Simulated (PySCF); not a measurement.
## Sr: excitation energy

Sr [Kr] 5s2 (1S) → Sr [Kr] 5s1 5p1 (3P), as a difference of total energies. All numbers are calculated (PySCF 2.14, a scalar-relativistic core potential, in def2-TZVPPD with the def2 core potential (28 electrons) (6s4p3d1f, 40 functions)). Correlated levels: valence and next inner shell: nothing frozen outside the core potential. The calculations carry no spin-orbit coupling.

| method | excitation energy (eV) |
| --- | --- |
| UHF | 0.985 |
| MP2 (valence and next inner shell) | 1.747 |
| SCS-MP2 (valence and next inner shell) | 1.796 |
| CCSD (valence and next inner shell) | 1.744 |
| CCSD(T) (valence and next inner shell) | 1.796 |

Q: How much does correlation contribute at CCSD(T) (valence and next inner shell)?

A: 1.796 − (0.985) = 0.811 eV, measured against UHF.

Errors of the correlated levels include the incompleteness of this basis.

For comparison: 1.823 eV (measured; NIST levels, between the centres of gravity of the two terms).
